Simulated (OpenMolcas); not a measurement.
Co2+: effect of the metal basis

Co2+ with its 6 nearest oxide ions at 2.125 Å, on the Ca site of CaO (a = 4.8105 Å, distance in the model lattice 2.405 Å). The rest of the host is ab initio model potentials to 7.6 Å and point charges beyond; the distance is set by hand and nothing relaxes.

```json
{
  "Program": "OpenMolcas",
  "Method": "CASSCF",
  "Spin-orbit coupling": "RASSI with atomic mean-field integrals over the reference wave functions"
}
```

Fixed: ligand basis ANO-RCC-VDZP, active space 7 electrons in 5 orbitals (3d), DKH2 Hamiltonian.

States (labels of O, the rotations of Oh). Energies in cm-1 above the lowest state or level, χT in cm3 K/mol; under a threefold ground state the first gap can be a small split of the lowest multiplet, not the spin-orbit step; 10Dq and B are least-squares fits to the states below 45000 cm-1, weighted by degeneracy, with a free offset, and given where the rms deviation is under 5 % of |10Dq| (or 100 cm-1) and under 700 cm-1.

```csv
Run,Metal basis,Ground state,First state of that spin,10Dq,B (rms of fit),First gap with spin-orbit (degeneracies),χT at 300 K,First state of another spin,Cost
A,ANO-RCC-VDZP,4T1,4T2 7042,7997,1190 (94),"355.3 (2, 4)",3.520,2E 13742,roughly 24 core-seconds
B,ANO-RCC-VTZP,4T1,4T2 6552,7480,1197 (80),"355.6 (2, 4)",3.551,2E 14300,roughly 30 core-seconds
```

Against A, |10Dq| changes by -6.5 % in B.

Costs are those of the RASSCF and RASSI steps.

An orbital triplet at a regular site is open to Jahn-Teller coupling, which can distort the site and quench the lowest spin-orbit gaps and is left out. Without dynamic correlation the repulsion within the d shell is too large (B by tens of per cent), so at a given field states of lower spin stand too high. Ligand-to-metal charge-transfer states are missing. With no ligand orbital active B as a rule stays too high, so bands that hang on it stand too high and its fall with covalency is understated. With metal d orbitals alone and no dynamic correlation 10Dq can be off by a tenth to a fifth, either way, in oxide and fluoride hosts. The distance lies 4 % under the 2.223 Å that this model takes as the normal distance (a Shannon-type radius plus a fixed donor radius, weighted with the host); by an R⁻⁵ law this alone changes a d-shell field by about +25 %. No measured value stands beside these numbers; the geometry was set by hand and not optimised.
